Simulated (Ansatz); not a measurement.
A nudged elastic band was laid between two geometries of CH₇GeNS (11 atoms, charge 0, multiplicity 1).

Method: Ansatz, RKS B3LYP-D4/def2-SVP.

```json
{
  "movable images": "7",
  "climbing image": "yes",
  "spring": "5.0 eV/Å²",
  "optimiser": "quadratic models (default)",
  "start path": "through a guess of the saddle point",
  "force threshold": "0.05 eV/Å",
  "iteration limit": "60",
  "end points": "relaxed"
}
```

Image 0:

```xyz
11
Properties=species:S:1:pos:R:3
N -0.957 0.965 -0.382
C 0.473 1.169 -0.460
S 1.354 0.234 0.861
Ge 0.233 -1.710 0.654
H -1.434 1.345 -1.200
H -1.348 1.409 0.450
H 0.823 2.213 -0.333
H 0.827 0.820 -1.443
H 0.109 -2.079 -0.838
H 1.133 -2.733 1.381
H -1.149 -1.690 1.331
```

Image 8:

```xyz
11
Properties=species:S:1:pos:R:3
N -1.128 0.945 0.090
C 0.064 0.293 -0.383
S 1.700 1.079 0.062
Ge 0.063 -1.585 0.282
H -1.260 1.860 -0.342
H -1.091 1.093 1.099
H 1.551 2.194 -0.695
H 0.027 0.232 -1.481
H 1.380 -2.302 -0.073
H -0.112 -1.544 1.816
H -1.131 -2.321 -0.355
```

(1) What changes between the two ends?

(2) Give the energies along the band, and the barrier.

(3) What is the geometry of the highest image?

## Answers

(1) Bonds broken: C2–H7, S3–Ge4. Bonds formed: C2–Ge4, S3–H7.

(2) The run converged. The highest image is number 6 of 0 to 8, 3.56 eV above the first end and 2.87 eV above the last; the last end lies 0.69 eV above the first. The profile has 2 maxima (images 2, 6) with wells between them (image 4): this band takes more than one step, which may be the mechanism or a detour left from its start path. A structure lower than the first end lies on the path between it and the top, so the climb from that side starts below the end, which may itself be a saddle point or a shallow side well. Neighbouring images differ by up to 3.0 eV, so the band resolves the path poorly. A vibrational analysis at the climbing image gives one clearly imaginary mode, 749i cm⁻¹: a first-order saddle point. The orbitals stay closed-shell, which can raise the energy where a bond breaks towards radicals; this wasn't checked here.

```tsv
image	path coordinate (Å)	energy (eV)	C2–H7 (Å)	S3–Ge4 (Å)	C2–Ge4 (Å)
0	0.00	0.00	1.11	2.25	3.10
1	1.15	0.06	1.11	2.25	3.15
2	2.31	0.16	1.11	2.25	3.17
3	3.46	0.13	1.10	2.25	3.14
4	4.62	-0.02	1.10	2.24	3.17
5	5.77	0.59	1.08	2.23	2.77
6	6.92	3.56	1.15	2.60	2.10
7	8.15	0.97	2.22	2.97	1.96
8	9.37	0.69	2.43	3.13	1.99
```

(3) 
```xyz
11
Properties=species:S:1:pos:R:3
N -1.140 1.134 -0.121
C 0.048 0.547 -0.579
S 2.012 0.692 0.465
Ge 0.343 -1.303 0.365
H -1.090 2.126 0.092
H -1.658 0.632 0.595
H 0.874 1.334 -0.720
H 0.078 0.139 -1.606
H 1.302 -2.224 -0.401
H 0.419 -1.351 1.899
H -1.123 -1.783 0.032
```

Time of the run: 25 min on 2 threads of Intel(R) Xeon(R) Platinum 8259CL CPU @ 2.50GHz (Skylake/Cascade Lake) (shared host), peak memory 0.3 GiB.
